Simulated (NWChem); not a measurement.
System: AlF2 cation; SMILES [F][Al+][F]

NWChem input:

```
start job
memory heap 200 mb stack 900 mb global 1100 mb
charge 1
geometry units angstroms noautosym nocenter noautoz
  Al     0.000000     0.000000     0.000000
  F      0.000000     0.000000     1.601877
  F      0.000000     0.000000    -1.601877
end
basis spherical
  Al library 6-31g*
  F library 6-31g*
end
dft
  xc hfexch
  iterations 150
end
property
  shielding 2 1 2
end
task dft property
```

All runs use the structure optimised with B3LYP/6-31G* (spherical d).

GIAO values for the isolated, static molecule; σ is the absolute isotropic shielding, δ = σ(reference) − σ with the isolated reference molecule computed at the same levels (19F: trichlorofluoromethane).

Atoms are numbered as in the input.

Q: Predict the main results of this run. (Hartree-Fock/6-31G* (spherical d), GIAO.) Quantities: σ Al1 (ppm); δ F2 (ppm).

A: 
```
Quantity      Value
-----------  ------
σ Al1 (ppm)   606.8
δ F2 (ppm)   -144.1
```
